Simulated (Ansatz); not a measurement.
Computed with Ansatz on PBE0-D4/def2-TZVP structures; ΔE is electronic, products minus reactants. CCSD(T)/CBS adds triple-zeta CCSD(T) − MP2 to the extrapolated MP2 energy (def2 sets, frozen cores). Functionals use def2-TZVPP. B3LYP here is the variant with VWN-RPA as its local correlation; programs differ in this. def2 core potentials past Kr. For Sb outer-core shells are correlated without core-valence functions, which leaves a few kJ/mol of doubt a bond. One conformer a species, not always the lowest.

Consider the redistribution: `FB(F)[CH2][SbH2]` + `[SiH3][SiH2]CCl` → `ClC[SiH2][SbH2]` + `FB(F)C[SiH3]`.

```tsv
level	ΔE (kJ/mol)	difference from CCSD(T)/CBS
PBE-D4	-45.7	5.8
r2SCAN-D4	-49.9	1.6
PBE0-D4	-50.6	0.9
B3LYP-D4	-49.6	1.9
ωB97X-V	-51.1	0.4
ωB97M-V	-56.5	-5.0
B2PLYP	-50.3	1.2
PBE	-44.4	7.1
r2SCAN	-49.6	1.9
PBE0	-49.4	2.1
B3LYP	-47.5	4.0
HF/def2-TZVPP	-54.3	-2.8
MP2/def2-TZVPP	-54.9	-3.4
SCS-MP2/def2-TZVPP	-51.3	0.2
CCSD/def2-TZVPP	-48.5	3.0
CCSD(T)/def2-TZVPP	-47.5	4.0
HF/def2-QZVPP	-54.2	-2.7
MP2/def2-QZVPP	-57.2	-5.7
SCS-MP2/def2-QZVPP	-53.4	-1.9
HF/CBS(def2)	-54.2	-2.7
MP2/CBS(def2)	-58.9	-7.4
CCSD/CBS(def2)	-52.5	-1.0
CCSD(T)/CBS	-51.5	0
```

Largest T1 diagnostic among the species: 0.013.

From PBE to PBE0 (25 % exact exchange), in def2-TZVPP and without D4, ΔE moves by −4.9 kJ/mol.
